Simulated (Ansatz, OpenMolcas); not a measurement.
# How basis sets differ on GeSiH4F (SMILES F[SiH][GeH3])

The species is GeSiH4F (7 atoms), meant as a doublet with charge 0. As SMILES, `F[SiH][GeH3]`. The coordinates come from a PBE0-D4/def2-TZVP relaxation.

```tsv
atom	x (Å)	y (Å)	z (Å)
F	-0.8282	-1.7976	1.4095
Si	-0.8804	-1.1405	-0.0594
Ge	0.3338	0.9134	-0.0816
H	-0.3254	-2.1587	-1.0017
H	0.2897	1.4652	-1.5160
H	-0.3310	1.9247	0.8631
H	1.8027	0.7255	0.3404
```

Each level gives the dipole moment (D). The values are calculated.

```json
{"level": "UHF/STO-3G", "kind": "Hartree–Fock", "program": "OpenMolcas", "value (D)": "1.21"}
{"level": "UHF/3-21G", "kind": "Hartree–Fock", "program": "Ansatz", "value (D)": "1.93"}
{"level": "ROHF/6-31G", "kind": "Hartree–Fock", "program": "OpenMolcas", "value (D)": "2.45"}
{"level": "UHF/def2-SVP", "kind": "Hartree–Fock", "program": "Ansatz", "value (D)": "1.57"}
{"level": "UHF/def2-SVPD", "kind": "Hartree–Fock", "program": "OpenMolcas", "value (D)": "1.44"}
```

All-electron rows without a relativistic Hamiltonian named are non-relativistic. The values span 1.21 to 2.45 D. Magnitudes only. Sets without polarisation functions give poor dipoles.
